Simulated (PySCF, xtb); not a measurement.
C₃H₈O₂, SMILES C(O)C(O)C. The values are those of a single conformer.

Harmonic wavenumbers (cm⁻¹) from GFN2-xTB (xtb) at its own minimum, in rising order: 105, 203, 237, 326, 369, 419, 468, 521, 862, 932, 949, 1053, 1091, 1105, 1134, 1160, 1237, 1272, 1310, 1347, 1353, 1403, 1479, 1487, 1491, 2833, 2956, 2987, 3017, 3044, 3056, 3474, 3523.

**Question.** What does PySCF 2.14.0 with PBE0-D3(BJ)/def2-SVP give at its own minimum? (Estimate from the structure and the level; the computed values follow.)

**Answer.** 160, 243, 259, 352, 391, 475, 534, 576, 854, 929, 942, 1078, 1137, 1153, 1188, 1222, 1301, 1315, 1378, 1393, 1426, 1445, 1465, 1468, 1493, 2943, 3048, 3085, 3101, 3142, 3168, 3798, 3845. Paired by order, the mean absolute difference is 67 cm⁻¹ and the zero-point energies are 68.9 and 71.9 kcal/mol.
